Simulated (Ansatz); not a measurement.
Isolated molecules relaxed with PBE0-D4/def2-TZVP in Ansatz; ΔE leaves out vibrations. CCSD(T)/CBS adds triple-zeta CCSD(T) − MP2 to the extrapolated MP2 energy (def2 sets, frozen cores). Functionals use def2-TZVPP. B3LYP here is the variant with VWN-RPA as its local correlation; programs differ in this. def2 core potentials past Kr. For Mo outer-core shells are correlated without core-valence functions, which leaves a few kJ/mol of doubt a bond. Each species was taken in one conformer, which may not be the lowest.

`[OH][Mo]([F])([F])(=[S])[Cl]` + `OC1CCCCC1` → `[OH][Mo]([OH])([F])([F])=[S]` + `ClC1CCCCC1`  (formal exchange of groups at a Mo–Cl bond)

`[OH][Mo]([F])([F])(=[S])[Cl]`:

```xyz
7

O     1.272    0.839    0.054
Mo   -0.186   -0.288   -0.080
F    -1.998   -0.614   -0.191
F    -0.446    0.391   -1.787
S     0.687   -2.155   -0.239
Cl   -0.592    0.026    2.145
H     1.263    1.800    0.098
```

`OC1CCCCC1`:

Cartesian coordinates in Å:
```
O -2.468 -0.477 0.671
C -1.060 -0.504 0.526
C -0.527 0.825 1.020
C 0.986 0.903 0.872
C 1.418 0.641 -0.564
C 0.875 -0.689 -1.067
C -0.639 -0.757 -0.912
H -2.824 -1.293 0.310
H -0.637 -1.303 1.158
H -1.005 1.620 0.436
H -0.829 0.970 2.061
H 1.456 0.161 1.530
H 1.343 1.881 1.206
H 1.044 1.448 -1.206
H 2.509 0.659 -0.643
H 1.153 -0.847 -2.113
H 1.336 -1.506 -0.497
H -1.117 0.000 -1.545
H -1.013 -1.733 -1.243
```

`[OH][Mo]([OH])([F])([F])=[S]`:

Z-matrix (Å, degrees):
```
Mo
O 1 1.857
F 1 1.838 2 90.8
S 1 2.080 2 106.2 3 105.8
O 1 1.857 2 146.0 3 -92.5
F 1 1.904 2 80.9 3 -150.8
H 2 0.962 1 121.4 3 139.3
H 5 0.962 1 121.4 2 -46.9
```

`ClC1CCCCC1`:

```xyz
18

Cl   -2.211   -0.102   -1.353
C    -1.430    0.120    0.263
C    -0.668   -1.135    0.645
C     0.581   -1.339   -0.200
C     1.476   -0.108   -0.170
C     0.715    1.138   -0.604
C    -0.534    1.345    0.240
H    -2.270    0.276    0.941
H    -0.381   -1.023    1.699
H    -1.330   -2.003    0.587
H     0.285   -1.551   -1.232
H     1.126   -2.217    0.158
H     2.349   -0.259   -0.810
H     1.858    0.038    0.849
H     0.425    1.041   -1.656
H     1.355    2.022   -0.535
H    -0.242    1.543    1.280
H    -1.102    2.213   -0.102
```

```
             level  ΔE (kJ/mol)  difference from CCSD(T)/CBS
         r2SCAN-D4         -6.7                         -1.3
          B3LYP-D4         -6.4                         -1.0
           ωB97X-V         -9.4                         -4.0
           ωB97M-V         -7.6                         -2.2
            B2PLYP         -1.0                          4.4
               PBE         -3.5                          1.9
            r2SCAN         -6.1                         -0.7
              PBE0         -1.7                          3.7
     HF/def2-TZVPP         -0.1                          5.3
SCS-MP2/def2-TZVPP          0.9                          6.3
   CCSD/def2-TZVPP         -6.0                         -0.6
CCSD(T)/def2-TZVPP         -5.9                         -0.5
     HF/def2-QZVPP          1.4                          6.8
    MP2/def2-QZVPP          4.3                          9.7
SCS-MP2/def2-QZVPP          1.6                          7.0
      HF/CBS(def2)          1.6                          7.0
       CCSD(T)/CBS         -5.4                            0
```

Largest T1 diagnostic among the species: 0.025, so the coupled-cluster value is less sure than usual.

The D4 term adds −3.8 kJ/mol with B3LYP and −2.0 kJ/mol with PBE0; it sums over pairs of atoms, weighted by their polarisabilities, and B3LYP, whose exchange is more repulsive, gets the larger term.
